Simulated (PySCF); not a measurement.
H4BF3O2Si2, SMILES F[Si](F)(F)[SiH2]B(O)O (GFN2-xTB optimised geometry):

```
12

O     -2.663     0.068    -3.800
B     -1.957     0.550    -2.759
O     -1.996     1.888    -2.546
Si    -0.958    -0.793    -1.687
Si     0.209     0.230     0.000
F     -0.094    -0.112     1.527
F      1.803     0.230     0.000
F     -0.075     1.816     0.000
H     -3.144     0.722    -4.313
H     -1.508     2.271    -1.818
H      0.027    -1.583    -2.451
H     -1.803    -1.816    -1.042
```

Method: B3LYP/def2-TZVP (PySCF 2.14.0).

### Question
What are the frontier orbital energies and the dipole moment?

### Answer
HOMO-2 -9.69 eV, HOMO-1 -9.55 eV, HOMO -8.93 eV, LUMO -1.55 eV, LUMO+1 -0.86 eV; dipole moment 3.01 D.

On the same geometry PBE/def2-TZVP (PySCF 2.14.0) gives HOMO-2 -8.34 eV, HOMO-1 -8.30 eV, HOMO -7.78 eV, LUMO -2.18 eV, LUMO+1 -1.50 eV; dipole moment 2.97 D.

Meta-Löwdin charges at B3LYP/def2-TZVP: O1 -0.50, B2 0.29, O3 -0.51, Si4 0.18, Si5 1.43, F6 -0.49, F7 -0.49, F8 -0.51, H9 0.36, H10 0.37, H11 -0.06, H12 -0.06.
